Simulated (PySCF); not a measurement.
PySCF job for C4H8FInO, SMILES C=[CH][In]([F])[O]CC, B3LYP-D3(BJ)/def2-SVP. The structure is a stationary point at B3LYP-D3(BJ)/def2-SVP. The def2 effective core potentials stand for the cores of In; spin–orbit coupling is left out. One conformer was computed; it need not be the lowest.

```python
import numpy as np
from pyscf import gto, scf, dft, df
from pyscf.hessian import thermo

mol = gto.M(
    atom='''
    In    0.06527402    0.36177272   -0.20990100
    F     2.02216145    0.48029262    0.08460997
    C    -0.94320905    1.47935481   -1.71559239
    C    -2.26258497    1.37561073   -1.91377724
    H    -0.34363650    2.15199657   -2.33843301
    H    -2.76852147    1.95593933   -2.69617244
    H    -2.90375948    0.71756452   -1.31803271
    O    -0.77668547   -0.92264154    1.07516102
    C    -0.03853097   -1.69231657    2.00081923
    C     1.08992876   -2.49182324    1.36017924
    H     0.37829391   -1.05554796    2.80755401
    H    -0.75486956   -2.38220362    2.48643662
    H     1.82927905   -1.80993650    0.90724616
    H     1.61280625   -3.11230959    2.10665578
    H     0.69238921   -3.15882155    0.57734356
    ''',
    basis='def2-SVP',
    ecp={'In': 'def2-svp'},
    charge=0,
    spin=0,
    max_memory=1600,
    verbose=3,
)
mf = dft.RKS(mol, xc='b3lyp').density_fit(auxbasis='def2-universal-jkfit')
mf.disp = 'd3bj'
mf.grids.level = 3
mf.conv_tol = 1e-11
mf.max_cycle = 100
mf.kernel()

# [left out here: the lines that compute and print the analytic Hessian (its translational invariance restored by hand, since the grid's response is missing), thermochemistry and intensities]
```

It prints:

```
converged SCF energy = -522.271473135648

WARN: DFTD3 does not support analytical Hessian, using finite difference


WARN: Mole.unit (angstrom) is changed to Bohr

Mode                                 0                   1                   2
Irrep
Freq [cm^-1]                       38.0626             48.5041             69.6717
Reduced mass [au]                   3.5001              4.0919              3.1129
Force const [Dyne/A]                0.0030              0.0057              0.0089
Char temp [K]                      54.7636             69.7866            100.2420
Normal mode                   x     y     z       x     y     z       x     y     z
       0  In                -0.00 -0.02 -0.02    0.04  0.02 -0.01    0.00 -0.01 -0.01
       1   F                -0.01  0.01  0.00    0.03  0.01  0.01   -0.02  0.07  0.11
       2   C                 0.00  0.03  0.02   -0.06 -0.03  0.02    0.01 -0.09 -0.08
       3   C                -0.01  0.12  0.07   -0.07 -0.11  0.10   -0.02  0.06  0.08
       4   H                 0.02 -0.00 -0.01   -0.13  0.00 -0.01    0.03 -0.24 -0.22
       5   H                -0.01  0.15  0.10   -0.15 -0.14  0.13   -0.03  0.03  0.06
       6   H                -0.03  0.15  0.10    0.01 -0.14  0.14   -0.05  0.22  0.23
       7   O                -0.01 -0.06 -0.06   -0.03  0.02 -0.05    0.01  0.02  0.02
       8   C                -0.04  0.00  0.01   -0.10 -0.02 -0.03    0.03  0.03  0.00
       9   C                 0.07  0.06  0.12   -0.06 -0.00  0.02   -0.04 -0.03 -0.04
      10   H                -0.15  0.04  0.04   -0.15 -0.05  0.02    0.11  0.04 -0.05
      11   H                -0.03 -0.04 -0.04   -0.13 -0.03 -0.10    0.04  0.07  0.07
      12   H                 0.06  0.10  0.16   -0.03  0.01  0.09   -0.03 -0.07 -0.09
      13   H                 0.05  0.12  0.18   -0.11 -0.03  0.04   -0.02 -0.04 -0.06
      14   H                 0.18  0.02  0.10   -0.01  0.02 -0.02   -0.11 -0.03 -0.01
Mode                                 3                   4                   5
Irrep
Freq [cm^-1]                       87.5625            122.7918            129.9627
Reduced mass [au]                   2.4378              7.6003              3.9990
Force const [Dyne/A]                0.0110              0.0675              0.0398
Char temp [K]                     125.9829            176.6700            186.9874
Normal mode                   x     y     z       x     y     z       x     y     z
       0  In                 0.00 -0.01  0.02    0.01 -0.01  0.01   -0.01  0.04  0.02
       1   F                 0.01  0.03 -0.07    0.01  0.16 -0.10    0.01 -0.05 -0.05
       2   C                 0.03 -0.07 -0.05    0.00  0.01  0.02    0.01 -0.08 -0.08
       3   C                 0.02  0.02  0.00    0.01  0.03 -0.02   -0.01  0.00 -0.01
       4   H                 0.07 -0.18 -0.13    0.02  0.03  0.06    0.04 -0.23 -0.21
       5   H                 0.04 -0.01 -0.04    0.04  0.06 -0.02    0.02 -0.09 -0.09
       6   H                -0.02  0.14  0.08   -0.01  0.01 -0.07   -0.04  0.16  0.13
       7   O                -0.03  0.05  0.05    0.01 -0.02  0.01    0.03 -0.07 -0.07
       8   C                -0.06 -0.07 -0.02   -0.03 -0.03  0.03    0.01 -0.03 -0.01
       9   C                 0.03  0.09 -0.06   -0.06 -0.09  0.05    0.02 -0.07  0.05
      10   H                -0.16 -0.17  0.11   -0.00 -0.03  0.02   -0.01 -0.00 -0.03
      11   H                -0.06 -0.18 -0.18   -0.06  0.02  0.04   -0.01 -0.01  0.00
      12   H                 0.02  0.20  0.09   -0.03 -0.13  0.03    0.02 -0.10  0.02
      13   H                 0.01  0.01 -0.12   -0.08 -0.09  0.06   -0.00 -0.03  0.10
      14   H                 0.12  0.18 -0.18   -0.09 -0.09  0.06    0.03 -0.12  0.08
Mode                                 6                   7                   8
Irrep
Freq [cm^-1]                      187.1905            269.5964            314.9576
Reduced mass [au]                   3.2286              3.8758              1.1607
Force const [Dyne/A]                0.0667              0.1660              0.0678
Char temp [K]                     269.3254            387.8892            453.1538
Normal mode                   x     y     z       x     y     z       x     y     z
       0  In                 0.00 -0.01  0.02    0.03 -0.01  0.01    0.00  0.00 -0.01
       1   F                 0.01  0.02 -0.05    0.03 -0.01  0.02   -0.00  0.00  0.01
       2   C                 0.04 -0.01  0.01   -0.13 -0.04  0.02    0.01  0.01 -0.01
       3   C                 0.04 -0.03  0.04   -0.12  0.08 -0.12    0.01 -0.00  0.01
       4   H                 0.03 -0.02 -0.01   -0.07 -0.06  0.05    0.00  0.01 -0.00
       5   H                 0.01 -0.05  0.03    0.03  0.15 -0.16   -0.01 -0.00  0.02
       6   H                 0.06 -0.02  0.07   -0.25  0.13 -0.20    0.02 -0.01  0.01
       7   O                -0.10 -0.05 -0.08   -0.02 -0.01 -0.01    0.01  0.04  0.05
[...]
      11   H                 0.03 -0.09 -0.13    0.09  0.17  0.34   -0.20 -0.17 -0.47
      12   H                -0.29  0.39  0.03   -0.29 -0.02 -0.51   -0.14 -0.10 -0.37
      13   H                -0.35 -0.49 -0.17   -0.29 -0.12  0.14   -0.16  0.01  0.14
      14   H                 0.12 -0.43  0.32    0.29  0.15 -0.25    0.20  0.17 -0.23
Mode                                30                  31                  32
Irrep
Freq [cm^-1]                     1648.3534           2971.7502           3016.6011
Reduced mass [au]                   4.1497              1.0640              1.0377
Force const [Dyne/A]                6.6430              5.5360              5.5636
Char temp [K]                    2371.6135           4275.6869           4340.2173
Normal mode                   x     y     z       x     y     z       x     y     z
       0  In                 0.00 -0.00  0.00    0.00  0.00 -0.00    0.00 -0.00 -0.00
       1   F                -0.00 -0.00  0.00   -0.00 -0.00 -0.00    0.00  0.00 -0.00
       2   C                -0.17 -0.00 -0.04   -0.00 -0.00  0.00   -0.00 -0.00  0.00
       3   C                 0.19  0.01  0.03    0.00 -0.00  0.00    0.00 -0.00  0.00
       4   H                -0.02 -0.08  0.08    0.00  0.00  0.00    0.00  0.00 -0.00
       5   H                -0.17 -0.16  0.15   -0.00  0.00 -0.00   -0.00  0.00 -0.00
       6   H                -0.13  0.15 -0.20   -0.00 -0.00  0.00   -0.00 -0.00  0.00
       7   O                -0.00  0.00 -0.00    0.00 -0.00  0.00   -0.00 -0.00  0.00
       8   C                 0.00 -0.00  0.00    0.00  0.03  0.06    0.01  0.01 -0.00
       9   C                -0.00  0.00 -0.00   -0.00  0.00 -0.00    0.03 -0.03 -0.02
      10   H                -0.00  0.00 -0.00   -0.33 -0.53 -0.62   -0.02 -0.05 -0.06
      11   H                -0.00  0.00 -0.00    0.26  0.26 -0.15   -0.10 -0.10  0.07
      12   H                -0.00  0.00 -0.00    0.00  0.01 -0.01   -0.37 -0.35  0.22
      13   H                -0.00  0.00  0.00    0.02 -0.02  0.03   -0.25  0.30 -0.37
      14   H                 0.00 -0.00 -0.00    0.01  0.02  0.02    0.22  0.35  0.41
Mode                                33                  34                  35
Irrep
Freq [cm^-1]                     3019.0763           3105.2522           3107.6846
Reduced mass [au]                   1.0996              1.1030              1.0601
Force const [Dyne/A]                5.9054              6.2665              6.0322
Char temp [K]                    4343.7787           4467.7665           4471.2663
Normal mode                   x     y     z       x     y     z       x     y     z
       0  In                 0.00  0.00 -0.00    0.00  0.00 -0.00    0.00  0.00 -0.00
       1   F                 0.00  0.00  0.00   -0.00 -0.00  0.00   -0.00 -0.00  0.00
       2   C                -0.00  0.00 -0.00   -0.00  0.00 -0.00    0.00  0.01 -0.01
       3   C                -0.00 -0.00  0.00    0.00 -0.00  0.00    0.06 -0.01  0.02
       4   H                 0.00 -0.00  0.00   -0.00 -0.00  0.00   -0.08 -0.09  0.08
       5   H                -0.00  0.00 -0.00   -0.01  0.01 -0.01   -0.35  0.42 -0.56
       6   H                 0.00  0.00 -0.00   -0.01 -0.01  0.01   -0.31 -0.33  0.31
       7   O                 0.00 -0.00  0.00   -0.00  0.00 -0.00    0.00 -0.00  0.00
       8   C                -0.06 -0.06  0.01    0.00  0.00  0.01   -0.00 -0.00 -0.00
       9   C                 0.01  0.00 -0.00    0.03 -0.03  0.08   -0.00 -0.00 -0.00
      10   H                 0.13  0.21  0.26   -0.02 -0.03 -0.03    0.00  0.00  0.00
      11   H                 0.56  0.53 -0.36    0.02  0.01 -0.01    0.00  0.00 -0.00
      12   H                -0.13 -0.13  0.08    0.18  0.16 -0.09    0.02  0.02 -0.02
      13   H                -0.04  0.05 -0.05   -0.37  0.44 -0.53    0.00 -0.01  0.01
      14   H                 0.01  0.02  0.02   -0.17 -0.30 -0.33    0.02  0.03  0.03
Mode                                36                  37                  38
Irrep
Freq [cm^-1]                     3108.3888           3160.6190           3202.5978
Reduced mass [au]                   1.1053              1.0943              1.1151
Force const [Dyne/A]                6.2924              6.4408              6.7388
Char temp [K]                    4472.2795           4547.4270           4607.8252
Normal mode                   x     y     z       x     y     z       x     y     z
       0  In                -0.00  0.00 -0.00   -0.00  0.00 -0.00    0.00 -0.00  0.00
       1   F                -0.00 -0.00  0.00    0.00 -0.00  0.00   -0.00  0.00 -0.00
       2   C                -0.00 -0.00  0.00   -0.05 -0.05  0.04    0.01  0.01 -0.01
       3   C                -0.00  0.00 -0.00    0.02  0.01 -0.01    0.02  0.06 -0.07
       4   H                 0.01  0.01 -0.01    0.51  0.57 -0.52   -0.09 -0.10  0.09
       5   H                 0.02 -0.02  0.03   -0.01  0.01 -0.02    0.25 -0.29  0.39
       6   H                 0.02  0.02 -0.02   -0.12 -0.13  0.11   -0.44 -0.45  0.41
       7   O                 0.00  0.00  0.00    0.00  0.00 -0.00    0.00 -0.00  0.00
       8   C                -0.01 -0.01 -0.00   -0.00 -0.00 -0.00   -0.00 -0.00  0.00
       9   C                -0.05 -0.07 -0.00    0.00  0.00 -0.00    0.00 -0.00  0.00
      10   H                 0.02  0.04  0.05    0.00  0.00  0.00   -0.00 -0.00 -0.00
      11   H                 0.07  0.06 -0.04   -0.00 -0.00  0.00    0.00  0.00 -0.00
      12   H                 0.48  0.44 -0.30   -0.00 -0.00  0.00    0.00 -0.00 -0.00
      13   H                -0.07  0.07 -0.09    0.00 -0.00  0.00   -0.00  0.00 -0.00
      14   H                 0.22  0.35  0.42   -0.00 -0.00 -0.00   -0.00 -0.00 -0.00
temperature 298.1500 [K]
pressure 101325.00 [Pa]
Rotational constants [GHz] 3.00592 1.04292 0.82017
Symmetry number 1
Zero-point energy (ZPE) 0.11266 [Eh]   295779.908 [J/mol]
                           tot       elec      trans        rot        vib
Entropy [J/mol/K]       437.584      0.000    175.189    122.236    140.159
Cv [J/mol/K]            138.234      0.000     12.472     12.472    113.290
Cp [J/mol/K]            146.548      0.000     20.786     12.472    113.290
Internal energy [J/mol]                      3718.434   3718.434 315577.518
Internal energy [Eh]   -522.14844  -522.27147
Enthalpy [J/mol]                             6197.391   3718.434 315577.518
Enthalpy [Eh]          -522.14750
Gibbs free energy [J/mol]                  -46035.151 -32726.298 273789.133
Gibbs free energy [Eh] -522.19719
mode   freq/cm-1   IR/(km/mol)
   1       38.06         0.605
   2       48.50         0.466
   3       69.67         3.169
   4       87.56         5.121
   5      122.79        18.591
   6      129.96        13.738
   7      187.19        14.718
   8      269.60         7.793
   9      314.96         2.510
  10      454.44        13.373
  11      458.74        39.794
  12      493.25         2.964
  13      544.34        55.396
  14      584.02        57.927
  15      815.63         1.784
  16      904.68        28.735
  17      994.04        24.296
  18      995.01         7.831
  19     1030.01        15.853
  20     1092.13        81.167
  21     1135.47       167.022
  22     1170.99         2.365
  23     1241.54        26.184
  24     1297.21         0.162
  25     1372.96        22.675
  26     1403.24        54.068
  27     1414.12         8.940
  28     1462.79         5.290
  29     1480.67         6.304
  30     1496.61         4.114
  31     1648.35         2.560
  32     2971.75        98.988
  33     3016.60        13.350
  34     3019.08        44.214
  35     3105.25        32.817
  36     3107.68         9.406
  37     3108.39        18.049
  38     3160.62         4.786
  39     3202.60         2.828
max |gradient| / (hartree/bohr): 0.00011488389971710128
APT charges: [ 1.481  -0.6876 -0.2478 -0.0649 -0.0174  0.0339  0.0433 -0.9338  0.6565
 -0.0274 -0.1069 -0.113   0.0216 -0.0196 -0.0177]
```

The run converged.
